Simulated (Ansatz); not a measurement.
Isolated molecules relaxed with PBE0-D4/def2-TZVP in Ansatz; ΔE leaves out vibrations. CCSD(T)/CBS adds triple-zeta CCSD(T) − MP2 to the extrapolated MP2 energy (def2 sets, frozen cores). This one scheme is used for every species. For Ge outer-core shells are correlated without core-valence functions, which leaves a few kJ/mol of doubt a bond. Scalar relativity is left out up to krypton. One conformer a species, not always the lowest.

Consider the ligand exchange at a Ge–C bond: `[F][GeH2][CH2][SiH3]` + `N=C[SiH3]` → `[F][GeH2]/[N]=C/[SiH3]` + `C[SiH3]`.

```
                 species  CCSD(T)/CBS(def2) energy (Eh)
  `[F][GeH2][CH2][SiH3]`                    -2507.28388
             `N=C[SiH3]`                     -384.79808
`[F][GeH2]/[N]=C/[SiH3]`                    -2561.34817
               `C[SiH3]`                     -330.73916
```

Question: Work out ΔE.

Answer: ΔE = (-2561.34817) + (-330.73916) − (-2507.28388) − (-384.79808) = -0.00537 Eh = -14.1 kJ/mol.

Largest T1 diagnostic among the species: 0.013.

From PBE to PBE0 (25 % exact exchange), in def2-TZVPP and without D4, ΔE moves by +3.1 kJ/mol. In def2-TZVPP, CCSD(T) changes the Hartree–Fock value by +7.4 kJ/mol (the triples alone add −0.6 kJ/mol) and MP2 by +5.6 kJ/mol.
